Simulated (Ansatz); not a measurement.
Geometry optimisation, Ansatz, RKS PBE0-D4/6-31G*.

The input (input.yaml):

```yaml
crystal:
  periodic: [false, false, false]
  atoms:
    - { symbol: C, position_ang: [0.976, -0.8262, 1.5572] }
    - { symbol: C, position_ang: [1.0858, -0.7999, 0.0532] }
    - { symbol: O, position_ang: [1.9791, -1.7393, -0.3927] }
    - { symbol: C, position_ang: [0.5337, -0.0164, -0.8539] }
    - { symbol: F, position_ang: [-0.26941, 1.00174, -0.44163] }
    - { symbol: Si, position_ang: [0.90625, 0.01535, -2.70595] }
    - { symbol: "N", position_ang: [2.47779, 0.53315, -3.02163] }
    - { symbol: H, position_ang: [0.615, -1.7419, 1.8851] }
    - { symbol: H, position_ang: [0.2235, -0.0131, 1.9448] }
    - { symbol: H, position_ang: [1.8944, -0.5757, 2.0454] }
    - { symbol: H, position_ang: [2.0316, -1.6882, -1.3322] }
    - { symbol: H, position_ang: [0.77234, -1.35193, -3.28817] }
    - { symbol: H, position_ang: [0.04071, 0.99421, -3.45564] }
    - { symbol: H, position_ang: [2.62302, 1.49667, -2.71815] }
    - { symbol: H, position_ang: [2.62154, 0.60223, -4.03191] }
basis:
  gaussian: { orbitals: "6-31G*" }
hamiltonian:
  xc: pbe0
  dispersion: d4
relax:
  f_tol: 0.015
  max_steps: 40
```

Run as:

```bash
$ ansatz run input.yaml --threads 2 --pin off --max-ram 3072MiB --backend cpu --events-out ev --progress --plain --runs-dir out
```

**Question.** Where does it end, and by what steps?

**Answer.** The run converged. After 15 steps the energy has fallen by 0.960 eV; H15 moved furthest, 1.06 Å.

```
step  energy less start (eV)  largest force component (eV/Å)  accepted
   0                  0.0000                           3.805       yes
   1                 -0.5076                           1.375       yes
   2                 -0.6455                           0.513       yes
   3                 -0.6985                           0.515       yes
   4                 -0.7604                           0.517       yes
   5                 -0.8380                           0.286       yes
   6                 -0.8918                           0.451       yes
   7                 -0.9133                           0.619       yes
   8                 -0.8965                           1.006        no
   9                 -0.9373                           0.114       yes
  10                 -0.9481                           0.159       yes
  11                 -0.9544                           0.208       yes
  12                 -0.9577                           0.099       yes
  13                 -0.9583                           0.127       yes
  14                 -0.9596                           0.028       yes
  15                 -0.9599                           0.015       yes
```

```xyz
15
Properties=species:S:1:pos:R:3
C 0.945 -0.802 1.450
C 1.259 -0.606 0.007
O 2.482 -1.057 -0.332
C 0.404 -0.038 -0.873
F -0.817 0.377 -0.400
Si 0.674 0.230 -2.682
N 2.412 0.023 -2.913
H 0.971 -1.870 1.693
H -0.039 -0.401 1.695
H 1.705 -0.309 2.066
H 2.643 -0.850 -1.286
H 0.035 -0.798 -3.553
H 0.155 1.570 -3.086
H 2.988 0.846 -2.765
H 2.696 -0.424 -3.778
```

Run time: 87 s on 2 threads of Arm Neoverse V1, on a shared host, peak memory 0.33 GiB.
